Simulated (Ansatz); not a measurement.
`O[Si@@]1(Br)O[C@H]1F` + H₂ → `O[Si@H]1O[C@H]1F` + HBr at 600 K and 1 bar (hydrogenolysis of the Si–Br bond).

Computed with Ansatz on PBE0-D4/def2-TZVP structures; ΔE is electronic, products minus reactants. CCSD(T)/CBS adds triple-zeta CCSD(T) − MP2 to the extrapolated MP2 energy (def2 sets, frozen cores). This one scheme is used for every species. For Br outer-core shells are correlated without core-valence functions, which leaves a few kJ/mol of doubt a bond. Scalar relativity is left out up to krypton. One conformer a species, not always the lowest.

```tsv
species	CCSD(T)/CBS energy (Eh)	H − E (kJ/mol)	S (J/(mol·K))
`O[Si@@]1(Br)O[C@H]1F`	-3151.87489	161.7	441.7
H₂	-1.17544	43.9	150.8
`O[Si@H]1O[C@H]1F`	-579.10391	172.7	388.0
HBr	-2573.91920	33.5	219.1
```

H − E and S are ideal-gas, rigid-rotor, harmonic terms from PBE0-D4/def2-TZVP, for one conformer and one mirror image of each species. For small species the MP2-based limit differs from directly extrapolated CCSD(T) by up to some mEh (0.8 for H₂); such offsets cancel only in part. 1 Eh = 2625.50 kJ/mol, R = 8.31446 J/(mol·K).

Q: By hand: ΔE, ΔH, ΔS and ΔG.

A: ΔE = (-579.10391) + (-2573.91920) − (-3151.87489) − (-1.17544) = 0.02722 Eh = 71.5 kJ/mol. Δ(H − E) = 172.7 + 33.5 − 161.7 − 43.9 = 0.6, so ΔH = 72.1 kJ/mol. ΔS = 388.0 + 219.1 − 441.7 − 150.8 = 14.6 J/(mol·K). ΔG = 72.1 − 600 × (14.6)/1000 = 63.3 kJ/mol.

Q: By hand: the equilibrium constant, and the temperature at which ΔG would vanish if ΔH and ΔS stayed fixed.

A: log₁₀ K = −ΔG/(RT ln 10) = -5.5. ΔG = 0 at ΔH/ΔS = 4938 K, far beyond where these terms or the molecules hold.

The number of gas molecules stays the same, so ΔS is small and ΔH decides. A doubt of 5 kJ/mol in ΔE shifts log₁₀ K by 0.4 here. Other conformers and mirror images would add mixing entropy, several J/(mol·K) or more a flexible species. These are equilibria of isolated gas molecules and say nothing of rates. Largest T1 diagnostic: 0.014 (customary marks: 0.02 for closed shells, 0.045 for open ones).
